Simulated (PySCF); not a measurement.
Compound: 2-bromo-1-chloropropane, C3H6BrCl.
Atom-mapped SMILES: `[CH3:1][C@@H:2]([Br:3])[CH2:4][Cl:5]` (hydrogens: H6, H7, H8 on C1; H9 on C2; H10, H11 on C4)

Geometry (PBE0-D3(BJ)/def2-SVP, Å), atoms numbered from 1 in this order:
```xyz
11
C3H6BrCl angstrom
C      1.091   -1.311    0.280
C      0.008   -0.341    0.687
Br     0.253    1.373   -0.240
C     -1.403   -0.798    0.374
Cl    -1.811   -2.263    1.319
H      1.066   -1.497   -0.805
H      0.931   -2.267    0.801
H      2.085   -0.927    0.545
H      0.082   -0.088    1.754
H     -1.511   -1.047   -0.691
H     -2.136   -0.027    0.639
```

Level: PBE0/def2-SVPD in PySCF, non-relativistic, on one gas-phase PBE0-D3(BJ)/def2-SVP geometry that isn't relaxed in the solvent. The solvent is an IEF-PCM continuum (Bondi radii, 1.10 Å for H, scaled by 1.2). The model holds no explicit solvent molecules, cavitation or dispersion. Spin–orbit coupling is left out although an atom past zinc is present.

Gas phase at PBE0/def2-SVPD: HOMO -8.22 eV, LUMO -0.62 eV, dipole 0.56 D.

Task: What does the continuum do to the energy, the frontier levels and the dipole at PBE0/def2-SVPD in chloroform and dichloromethane?

Result: 
```tsv
solvent	ε	E(solvent) − E(gas) (kcal/mol)	polarisation term (kcal/mol)	distortion of the solute (kcal/mol)	HOMO (eV)	LUMO (eV)	dipole (D)
chloroform	4.711	-2.66	-2.91	0.25	-8.20	-0.54	0.64
dichloromethane	8.93	-3.16	-3.51	0.35	-8.20	-0.53	0.65
```

Polarisation term: ½ Σ q·V over the induced surface charges. Distortion: the rise of the solute's own energy as its density leaves the gas-phase optimum. From chloroform to dichloromethane the lowering changes by a factor 1.19, Onsager's factor (ε − 1)/(2ε + 1) by 1.18 and ε itself by 1.9.

Task: Give the dipole vector in the frame of the coordinates (D, pointing from negative to positive charge), gas and dichloromethane.

Result: Gas (0.47, -0.29, -0.09), solvent (0.53, -0.37, -0.08). Its length changes by +16 % and its direction by 4°.

Task: How does the static polarisability (PBE0/def2-SVPD, frozen core, with the continuum's full static response) change?

Result: 
```json
{"medium": "gas", "isotropic (au)": "75.2", "principal values (au)": "60.6, 68.5, 96.4", "⟨r²⟩ of the electrons (bohr²)": "1160.7"}
{"medium": "chloroform", "isotropic (au)": "94.3", "principal values (au)": "77.5, 85.3, 120.1", "⟨r²⟩ of the electrons (bohr²)": "1161.6"}
{"medium": "dichloromethane", "isotropic (au)": "98.9", "principal values (au)": "82.3, 89.4, 125.1", "⟨r²⟩ of the electrons (bohr²)": "1161.8"}
```

The isotropic value in dichloromethane is 1.32 times the gas-phase one; no cavity-field correction is applied. ⟨r²⟩ is taken about the centre of nuclear charge.
